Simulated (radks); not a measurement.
Spherical quantum dot in the effective-mass picture: electrons in a hard-walled sphere of radius 8.96, with a point charge +1 (a donor) at the centre, all in effective atomic units (hartree* = m*/eps^2 hartree, bohr* = eps/m* bohr), one dielectric constant everywhere. Method: non-relativistic Kohn-Sham, LDA (Slater exchange, Perdew-Wang correlation), spin-polarised, spherical densities; computed with a radial shooting solver with Libxc functionals. Levels are named by radial order and angular momentum (1s, 1p, 1d, 2s, ...), and open shells are averaged over m. Results are scaled to m* = 0.193 and eps = 8.8, for which hartree* = 67.82 meV and bohr* = 2.413 nm.

N = 28, configuration 1s2 1p6 1d10 2s(up 1, down 0) 1f(up 7, down 2). This is the lowest configuration that the search found. Occupied and some empty levels:

level,occupation,eigenvalue (meV),<r> (nm)
1s up,1,243.37,16.19
1s down,1,244.69,16.40
1p up,3,245.03,16.62
1p down,3,246.31,16.60
1d up,5,248.08,16.80
1d down,5,249.36,16.78
2s up,1,250.27,4.358
1f up,7,252.49,16.98
1f down,2,253.79,16.97
1g up,0,258.21,17.16
1g down,0,259.52,17.15
2s down,0,259.76,5.761
2p up,0,271.15,10.68
2p down,0,272.59,11.08
2d up,0,279.84,12.37
2d down,0,280.77,12.44

Energy (meV): total 3477.57, kinetic 600.02, external -333.49, Hartree 3621.3, exchange-correlation -410.26.
